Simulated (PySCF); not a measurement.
# SnCl and its ions

UHF-CCSD(T); Sn def2-SVPD with ECP28, Cl def2-SVPD; scalar-relativistic core potentials (PySCF 2.14). Neutral (UHF): doublet (π ↑), Re = 2.437 Å, ωe = 334 cm⁻¹, De = 3.55 eV.

SnCl⁻ (UHF): triplet (π ↑↑), Re = 2.640 Å, ωe = 226 cm⁻¹, De = 1.51 eV to Sn + Cl⁻. The energies at the minima are -673.00771 hartree for SnCl and -673.05917 for SnCl⁻.

Work out the adiabatic electron affinity, without and with harmonic zero-point energies (1 hartree = 27.2114 eV, 1 eV = 8065.5 cm⁻¹), and the change of the bond length.

At UHF-CCSD(T): 0.05146 hartree = 1.400 eV between the minima; the zero-point term (334.0 − 226.0)/2 cm⁻¹ = +0.007 eV makes it 1.407 eV. Re changes by +20.3 pm against the neutral. The electron enters a π orbital, and the longer bond of the ion fits an antibonding orbital, or a change in how ionic the bond is.

Correlated steps freeze 9 core orbitals. Correlated levels converge slowly with the basis: in double zeta they bind strong bonds too weakly, by up to about 1 eV, and carry superposition errors of some tenths. These are scalar-relativistic numbers at best; spin–orbit coupling would shift them, the dissociation energy most. For an ion De counts to the pair picked by the measured ionisation energies or electron affinities, which need not be the lowest pair at this level. States were picked by a PBE0 search and need not be the measured ground states.
